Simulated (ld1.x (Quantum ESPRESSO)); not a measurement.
# Ranking PAW potentials for germanium (Ge)

All share these settings but for the change named:

Ge, PAW, made with ld1.x (Quantum ESPRESSO) 7.5 (PBEsol, scalar-relativistic). Core [Ar], reference 3d10 4s2 4p1 (charge +1). Waves: 4s (bound): rcut 1.40, rcutus 1.80 bohr; 4s channel at -0.95 Ry: rcut 1.40, rcutus 1.80 bohr; 4p (bound): rcut 1.80, rcutus 1.95 bohr; 4p channel at 0.35 Ry: rcut 1.80, rcutus 1.95 bohr; 3d (bound): rcut 0.70, rcutus 0.75 bohr; 3d channel at 1.55 Ry: rcut 0.70, rcutus 0.75 bohr. Local part: all-electron potential smoothed inside 1.55 bohr (lloc = -1). Core correction: Bessel-smoothed model core, default radius (core density twice the valence density). Augmentation charge: BESSEL, radius 0.75 bohr.

Test errors are all-electron minus pseudo excitation energies from the reference, over 3d10 4s2 4p2; 3d10 4s2 4p0; 3d10 4s1 4p0; 3d9 4s2 4p3; 3d10 4s0 4p0; 3d9 4s2 4p2; 3d10 4s1 4p3. None of these files shows a bound ghost.

The base gives 198.7 meV.

Of 9 variants that were run, those that failed, showed a ghost or another fault, or gave nearly equal values are left out.

A variant can come out equal or close to the base, since the largest error may sit in a test that the change hardly touches while other tests move.

Q: Rank these variants by their largest absolute test error, smallest first.
A. waves 3d (bound): rcut 0.70, rcutus 1.10 bohr; 3d channel at 1.55 Ry: rcut 0.70, rcutus 1.10 bohr
B. waves 3d (bound): rcut 0.70, rcutus 0.94 bohr; 3d channel at 1.55 Ry: rcut 0.70, rcutus 0.94 bohr
C. waves 3d (bound): rcut 0.66, rcutus 0.70 bohr; 3d channel at 1.55 Ry: rcut 0.66, rcutus 0.70 bohr

A: A (142.4 meV), B (175.5 meV), C (200.6 meV).
